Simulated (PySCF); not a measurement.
BaCl (SMILES [Cl][Ba]), doublet, geometry from GFN2-xTB (such geometries of metal compounds can be far from the true shape) (the spin is typed, not shown lowest) (core potentials on Ba); PySCF with DF-SVWN5/def2-TZVPD.

The PySCF input:
```python
from pyscf import gto, scf, dft
import numpy

mol = gto.M(
    atom='''
Ba   -0.000000   -0.000000   -0.585540
Cl    0.000000    0.000000    1.928839
''',
    basis='def2-tzvpd',
    ecp={'Ba': 'def2-tzvpd'},
    charge=0,
    spin=1,
    verbose=4,
)
print('smallest overlap eigenvalue', numpy.linalg.eigvalsh(mol.intor('int1e_ovlp'))[0])

mf = dft.UKS(mol)
mf.xc = 'lda,vwn'
mf = mf.density_fit(auxbasis='def2-universal-jkfit')
mf = scf.addons.remove_linear_dep_(mf, threshold=1e-2, lindep=1e-2)
mf.kernel()
mf.analyze()
```

The log (banner, timings and long lists left out):

```
PySCF version 2.14.0

[INPUT] verbose = 4
[INPUT] num. atoms = 2
[INPUT] num. electrons = 27
[INPUT] charge = 0
[INPUT] spin (= nelec alpha-beta = 2S) = 1
[INPUT] symmetry False subgroup None
[INPUT] Mole.unit = angstrom
[INPUT] Symbol           X                Y                Z      unit          X                Y                Z       unit  Magmom
[INPUT]  1 Ba     0.000000000000   0.000000000000  -0.585540000000 AA    0.000000000000   0.000000000000  -1.106510234978 Bohr   0.0
[INPUT]  2 Cl     0.000000000000   0.000000000000   1.928839000000 AA    0.000000000000   0.000000000000   3.644977448380 Bohr   0.0

nuclear repulsion = 35.7782680560091
number of shells = 30
number of NR pGTOs = 132
number of NR cGTOs = 86
basis = def2-tzvpd
ecp = {'Ba': 'def2-tzvpd'}
input.py:20: DeprecationWarning: remove_linear_dep_ is deprecated and will be removed in a future release. Linear dependency handling is now built into the SCF procedure by default. Linear dependency removal can be controlled using the following settings:
  pyscf.scf.hf.remove_overlap_zero_eigenvalue = True
  pyscf.scf.hf.overlap_zero_eigenvalue_threshold = 1e-6

  mf = scf.addons.remove_linear_dep_(mf, threshold=1e-2, lindep=1e-2)
smallest overlap eigenvalue 0.003721075462412971
Applying remove_linear_dep_ on SCF object.
Using canonical orthogonalization with threshold 0.01

******** <class 'pyscf.df.df_jk.DFUKS'> ********
method = DFUKS
initial guess = minao
damping factor = 0
level_shift factor = 0
DIIS = <class 'pyscf.scf.diis.CDIIS'>
diis_start_cycle = 1
diis_space = 8
diis_damp = 0
SCF conv_tol = 1e-09
SCF conv_tol_grad = None
SCF max_cycles = 50
direct_scf = False
number electrons alpha = 14  beta = 13
XC library pyscf.dft.libxc version 7.1.2
    S. Lehtola, C. Steigemann, M. J. T. Oliveira, and M. A. L. Marques,  SoftwareX 7, 1–5 (2018)
XC functionals = lda,vwn
    P. A. M. Dirac,  Math. Proc. Cambridge Philos. Soc. 26, 376 (1930)
    F. Bloch,  Z. Phys. 57, 545 (1929)
    S. H. Vosko, L. Wilk, and M. Nusair,  Can. J. Phys. 58, 1200 (1980)
radial grids:
    Treutler-Ahlrichs [JCP 102, 346 (1995); DOI:10.1063/1.469408] (M4) radial grids

becke partition: Becke, JCP 88, 2547 (1988); DOI:10.1063/1.454033
pruning grids: <function nwchem_prune>
grids dens level: 3
symmetrized grids: False
atomic radii adjust function: <function treutler_atomic_radii_adjust>
small_rho_cutoff = 0
Set gradient conv threshold to 3.16228e-05
tot grids = 42808
init E= -478.993502237698

cycle= 1 E= -484.112397466549  delta_E= -5.12  |g|= 0.373  |ddm|= 4.76
cycle= 2 E= -484.063488998424  delta_E= 0.0489  |g|= 0.512  |ddm|= 1.54
cycle= 3 E= -484.208781825886  delta_E= -0.145  |g|= 0.0623  |ddm|= 0.565
cycle= 4 E= -484.209741680682  delta_E= -0.00096  |g|= 0.0455  |ddm|= 0.192
cycle= 5 E= -484.211081753505  delta_E= -0.00134  |g|= 0.00616  |ddm|= 0.0482
cycle= 6 E= -484.211100339532  delta_E= -1.86e-05  |g|= 0.00192  |ddm|= 0.0124
cycle= 7 E= -484.211103591268  delta_E= -3.25e-06  |g|= 0.000466  |ddm|= 0.0068
cycle= 8 E= -484.211102176335  delta_E= 1.41e-06  |g|= 0.00143  |ddm|= 0.00479
cycle= 9 E= -484.211102182665  delta_E= -6.33e-09  |g|= 0.00142  |ddm|= 1.25e-05
cycle= 10 E= -484.211102579587  delta_E= -3.97e-07  |g|= 0.00127  |ddm|= 0.00197
cycle= 11 E= -484.211102997765  delta_E= -4.18e-07  |g|= 0.0011  |ddm|= 0.00489
cycle= 12 E= -484.211103339085  delta_E= -3.41e-07  |g|= 0.000675  |ddm|= 0.00217
cycle= 13 E= -484.211103314242  delta_E= 2.48e-08  |g|= 0.000782  |ddm|= 0.002
cycle= 14 E= -484.211103294294  delta_E= 1.99e-08  |g|= 0.000847  |ddm|= 0.00128
cycle= 15 E= -484.211102800078  delta_E= 4.94e-07  |g|= 0.000897  |ddm|= 0.00268
cycle= 16 E= -484.211103102098  delta_E= -3.02e-07  |g|= 0.000695  |ddm|= 0.000915
cycle= 17 E= -484.211102902096  delta_E= 2e-07  |g|= 0.00068  |ddm|= 0.00195
cycle= 18 E= -484.211103326333  delta_E= -4.24e-07  |g|= 0.000505  |ddm|= 0.0027
cycle= 19 E= -484.211102790922  delta_E= 5.35e-07  |g|= 0.00105  |ddm|= 0.0012
cycle= 20 E= -484.211103333026  delta_E= -5.42e-07  |g|= 0.000605  |ddm|= 0.000997
cycle= 21 E= -484.211103210574  delta_E= 1.22e-07  |g|= 0.000568  |ddm|= 0.00148
cycle= 22 E= -484.211103139409  delta_E= 7.12e-08  |g|= 0.000646  |ddm|= 0.00113
cycle= 23 E= -484.211103276229  delta_E= -1.37e-07  |g|= 0.000552  |ddm|= 0.00196
cycle= 24 E= -484.211103619445  delta_E= -3.43e-07  |g|= 0.000488  |ddm|= 0.0034
cycle= 25 E= -484.211103474932  delta_E= 1.45e-07  |g|= 0.000676  |ddm|= 0.000676
cycle= 26 E= -484.211102808567  delta_E= 6.66e-07  |g|= 0.00121  |ddm|= 0.00252
cycle= 27 E= -484.211103226976  delta_E= -4.18e-07  |g|= 0.000453  |ddm|= 0.002
cycle= 28 E= -484.211103223428  delta_E= 3.55e-09  |g|= 0.000718  |ddm|= 0.00237
cycle= 29 E= -484.211103261977  delta_E= -3.85e-08  |g|= 0.000603  |ddm|= 0.000723
cycle= 30 E= -484.21110299737  delta_E= 2.65e-07  |g|= 0.000861  |ddm|= 0.00182
cycle= 31 E= -484.211103111563  delta_E= -1.14e-07  |g|= 0.000707  |ddm|= 0.00164
cycle= 32 E= -484.211102595722  delta_E= 5.16e-07  |g|= 0.00119  |ddm|= 0.00486
cycle= 33 E= -484.211103629919  delta_E= -1.03e-06  |g|= 0.000412  |ddm|= 0.00249
cycle= 34 E= -484.211103532755  delta_E= 9.72e-08  |g|= 0.000572  |ddm|= 0.000527
cycle= 35 E= -484.21110341997  delta_E= 1.13e-07  |g|= 0.000625  |ddm|= 0.00131
cycle= 36 E= -484.211103154794  delta_E= 2.65e-07  |g|= 0.000779  |ddm|= 0.00176
cycle= 37 E= -484.21110311779  delta_E= 3.7e-08  |g|= 0.000482  |ddm|= 0.00259
cycle= 38 E= -484.211103149678  delta_E= -3.19e-08  |g|= 0.000554  |ddm|= 0.000993
cycle= 39 E= -484.211102942503  delta_E= 2.07e-07  |g|= 0.000808  |ddm|= 0.00173
cycle= 40 E= -484.211103201344  delta_E= -2.59e-07  |g|= 0.000503  |ddm|= 0.00194
cycle= 41 E= -484.211103339265  delta_E= -1.38e-07  |g|= 0.000494  |ddm|= 0.00119
cycle= 42 E= -484.211103045743  delta_E= 2.94e-07  |g|= 0.000899  |ddm|= 0.00174
cycle= 43 E= -484.211103349665  delta_E= -3.04e-07  |g|= 0.000702  |ddm|= 0.0015
cycle= 44 E= -484.211103604454  delta_E= -2.55e-07  |g|= 0.000443  |ddm|= 0.00158
cycle= 45 E= -484.21110349182  delta_E= 1.13e-07  |g|= 0.000415  |ddm|= 0.00149
cycle= 46 E= -484.21110339328  delta_E= 9.85e-08  |g|= 0.000607  |ddm|= 0.00062
cycle= 47 E= -484.211103334186  delta_E= 5.91e-08  |g|= 0.000641  |ddm|= 0.00142
cycle= 48 E= -484.211103321634  delta_E= 1.26e-08  |g|= 0.000646  |ddm|= 0.00166
cycle= 49 E= -484.211103518409  delta_E= -1.97e-07  |g|= 0.000348  |ddm|= 0.00139
cycle= 50 E= -484.211103588842  delta_E= -7.04e-08  |g|= 0.000311  |ddm|= 0.00104
SCF not converged.
SCF energy = -484.211103588842 after 50 cycles  <S^2> = 0.75034674  2S+1 = 2.0003467
**** SCF Summaries ****
Total Energy =                        -484.211103588841752
Nuclear Repulsion Energy =              35.778268056009068
One-electron Energy =                 -749.506763668226540
Two-electron Energy =                  229.517392023375692
Two-electron Coulomb Energy =          259.926966599185278
DFT Exchange-Correlation Energy =      -30.409574575809579
**** MO energy ****
                             alpha | beta                alpha | beta
MO #1   energy= -100.238864987566  | -100.238939279601  occ= 1 | 1
MO #2   energy= -9.07844736431809  | -9.07851979001504  occ= 1 | 1
MO #3   energy= -6.9304807675438   | -6.93060477949896  occ= 1 | 1
MO #4   energy= -6.9304807648864   | -6.93060477775069  occ= 1 | 1
MO #5   energy= -6.93015127690005  | -6.93020229299554  occ= 1 | 1
MO #6   energy= -1.23700134811116  | -1.23410510021063  occ= 1 | 1
MO #7   energy= -0.733621691115932 | -0.731901681144282 occ= 1 | 1
MO #8   energy= -0.67775371358143  | -0.673659796365391 occ= 1 | 1
MO #9   energy= -0.677753641050821 | -0.673659721208813 occ= 1 | 1
MO #10  energy= -0.628030034916177 | -0.62630531624461  occ= 1 | 1
MO #11  energy= -0.262870263541473 | -0.26234773820675  occ= 1 | 1
MO #12  energy= -0.262801129833059 | -0.262347723887856 occ= 1 | 1
MO #13  energy= -0.262801104968831 | -0.262136365251171 occ= 1 | 1
MO #14  energy= -0.115742742678979 | -0.094756647781015 occ= 1 | 0
MO #15  energy= -0.068893985374318 | -0.0516231550968148 occ= 0 | 0
MO #16  energy= -0.0688939112315785 | -0.0516230600647109 occ= 0 | 0
MO #17  energy= -0.0606049573310938 | -0.0450425738096418 occ= 0 | 0
MO #18  energy= -0.0606049468270144 | -0.0450425517145119 occ= 0 | 0
MO #19  energy= -0.0525593527773865 | -0.039679858589532 occ= 0 | 0
MO #20  energy= -0.0249799566753078 | -0.0150098973857846 occ= 0 | 0
MO #21  energy= -0.0249799446113094 | -0.015009878955704 occ= 0 | 0
MO #22  energy= 0.0124868766056478 | 0.0158948204673321 occ= 0 | 0

spin_pop of  0 Ba 5s        0.00088
spin_pop of  0 Ba 6s        0.88201
spin_pop of  0 Ba 7s        0.00441
spin_pop of  0 Ba 8s        0.00244
spin_pop of  0 Ba 9s        0.00459
spin_pop of  0 Ba 10s        0.00355
spin_pop of  0 Ba 5px       0.00009
spin_pop of  0 Ba 5py       0.00009
spin_pop of  0 Ba 5pz       0.00005
spin_pop of  0 Ba 6px      -0.00362
spin_pop of  0 Ba 6py      -0.00366
spin_pop of  0 Ba 6pz       0.00299
spin_pop of  0 Ba 7px       0.00248
spin_pop of  0 Ba 7py       0.00253
spin_pop of  0 Ba 7pz       0.00303
spin_pop of  0 Ba 8px       0.00005
spin_pop of  0 Ba 8py       0.00004
spin_pop of  0 Ba 8pz       0.01121
spin_pop of  0 Ba 5dxy      0.00006
spin_pop of  0 Ba 5dyz      0.00009
spin_pop of  0 Ba 5dz^2     0.00000
spin_pop of  0 Ba 5dxz      0.00000
spin_pop of  0 Ba 5dx2-y2    0.00021
spin_pop of  0 Ba 6dxy      0.01444
spin_pop of  0 Ba 6dyz      0.00056
spin_pop of  0 Ba 6dz^2     0.00000
spin_pop of  0 Ba 6dxz      0.00000
spin_pop of  0 Ba 6dx2-y2    0.00234
spin_pop of  0 Ba 7dxy      0.03966
spin_pop of  0 Ba 7dyz      0.00191
spin_pop of  0 Ba 7dz^2     0.00000
spin_pop of  0 Ba 7dxz      0.00000
spin_pop of  0 Ba 7dx2-y2   -0.00004
spin_pop of  0 Ba 4f-3     -0.00000
spin_pop of  0 Ba 4f-2      0.00000
spin_pop of  0 Ba 4f-1     -0.00001
spin_pop of  0 Ba 4f+0     -0.00005
spin_pop of  0 Ba 4f+1     -0.00001
spin_pop of  0 Ba 4f+2      0.00000
spin_pop of  0 Ba 4f+3     -0.00000
spin_pop of  1 Cl 1s       -0.00000
spin_pop of  1 Cl 2s        0.00000
spin_pop of  1 Cl 3s        0.01503
spin_pop of  1 Cl 4s        0.01018
spin_pop of  1 Cl 5s        0.00095
spin_pop of  1 Cl 6s        0.00019
spin_pop of  1 Cl 2px      -0.00000
spin_pop of  1 Cl 2py      -0.00000
spin_pop of  1 Cl 2pz      -0.00000
spin_pop of  1 Cl 3px      -0.00296
spin_pop of  1 Cl 3py      -0.00296
spin_pop of  1 Cl 3pz      -0.00088
spin_pop of  1 Cl 4px       0.00036
spin_pop of  1 Cl 4py       0.00037
spin_pop of  1 Cl 4pz       0.00024
spin_pop of  1 Cl 5px       0.00007
spin_pop of  1 Cl 5py       0.00008
spin_pop of  1 Cl 5pz       0.00174
spin_pop of  1 Cl 6px       0.00001
spin_pop of  1 Cl 6py       0.00003
spin_pop of  1 Cl 6pz       0.00068
spin_pop of  1 Cl 7px       0.00001
spin_pop of  1 Cl 7py       0.00001
spin_pop of  1 Cl 7pz       0.00029
spin_pop of  1 Cl 3dxy     -0.00000
spin_pop of  1 Cl 3dyz      0.00019
spin_pop of  1 Cl 3dz^2     0.00080
spin_pop of  1 Cl 3dxz      0.00018
spin_pop of  1 Cl 3dx2-y2   -0.00000
spin_pop of  1 Cl 4dxy      0.00000
spin_pop of  1 Cl 4dyz      0.00034
spin_pop of  1 Cl 4dz^2     0.00006
spin_pop of  1 Cl 4dxz      0.00034
spin_pop of  1 Cl 4dx2-y2    0.00000
spin_pop of  1 Cl 5dxy      0.00000
spin_pop of  1 Cl 5dyz      0.00043
spin_pop of  1 Cl 5dz^2     0.00140
spin_pop of  1 Cl 5dxz      0.00043
spin_pop of  1 Cl 5dx2-y2    0.00000
spin_pop of  1 Cl 4f-3      0.00000
spin_pop of  1 Cl 4f-2      0.00000
spin_pop of  1 Cl 4f-1      0.00000
spin_pop of  1 Cl 4f+0      0.00004
spin_pop of  1 Cl 4f+1      0.00000
spin_pop of  1 Cl 4f+2      0.00000
spin_pop of  1 Cl 4f+3     -0.00000
In total            14.00000 | 13.00000
Dipole moment(X, Y, Z, Debye):  0.00025, -0.00125, -4.18357
```

The run did not converge; its last values are not results.
